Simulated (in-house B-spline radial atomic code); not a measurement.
Results of a calculation; reference values are marked as such.
## Xe ion on Al atom: potential, deflection and energy transfer

The pair potential comes from two frozen, spherical free-atom densities (PBE, B-spline radial code, scalar-relativistic past argon): electrostatics plus the change in Thomas-Fermi kinetic and Dirac exchange energy where they overlap, the recipe behind the universal ZBL potential, which averages such potentials (from solid-state densities) over many pairs. It is written V = (Z1 Z2 e²/r) φ(r/a), with e² = 14.3996 eV·Å and a = 0.46850 Å/(Z1^0.23 + Z2^0.23); ZBL's fit is φ = 0.18175 e^(−3.1998x) + 0.50986 e^(−0.94229x) + 0.28022 e^(−0.4029x) + 0.02817 e^(−0.20162x). Where φ falls below 4e-4 it is continued as an exponential.

Masses 131.29 and 26.98 u.

| x = r/a | φ, this pair | φ, ZBL |
| --- | --- | --- |
| 0.1 | 0.8856 | 0.8928 |
| 0.25 | 0.7618 | 0.7647 |
| 0.5 | 0.6106 | 0.6096 |
| 1 | 0.4197 | 0.4164 |
| 1.5 | 0.3039 | 0.2995 |
| 2 | 0.2274 | 0.2218 |
| 3 | 0.1357 | 0.1292 |
| 4 | 0.08445 | 0.08026 |
| 5 | 0.05527 | 0.05224 |
| 6.5 | 0.03116 | 0.02914 |
| 8 | 0.01824 | 0.01705 |
| 10 | 0.009593 | 0.008778 |
| 12 | 0.005292 | 0.00474 |
| 14.5 | 0.002504 | 0.002328 |
| 17 | 0.001179 | 0.001212 |

At x = 1 the electrostatic, kinetic and exchange parts are 28265.28, 11123.33 and -391.29 eV. Find r, V and φ.

a = 0.46850/(2.5029 + 1.8039) = 0.10878 Å, so r = 0.10878 Å. V = 28265.28 + 11123.33 + (-391.29) = 38997.32 eV. The bare repulsion is 54 × 13 × 14.3996/0.10878 = 92925 eV, so φ = 0.4197, +0.8 % against ZBL's 0.4164. The kinetic (Pauli) term is 29 % of V here.

The ion comes in at 545.1 keV with impact parameter 0.2176 Å. The scattering integral gives a centre-of-mass angle of 10.01° and a closest approach of 2.11 a. What are the reduced energy, the energy passed on and the laboratory angles?

ε = E a M2/(Z1 Z2 e² (M1 + M2)) = 545100 × 1.8345e-06 = 1. The most that one collision can pass on is γE with γ = 4 M1 M2/(M1 + M2)² = 0.5656. Here T = γE sin²(θ/2) = 0.5656 × 545100 × 0.007605 = 2345 eV. The ion turns by arctan(sin θ/(cos θ + M1/M2)) = 1.7°, and the struck atom leaves at (180° − θ)/2 = 85.0°. The closest approach is 0.230 Å. With ZBL the angle would be 9.88° and T = 2286 eV.
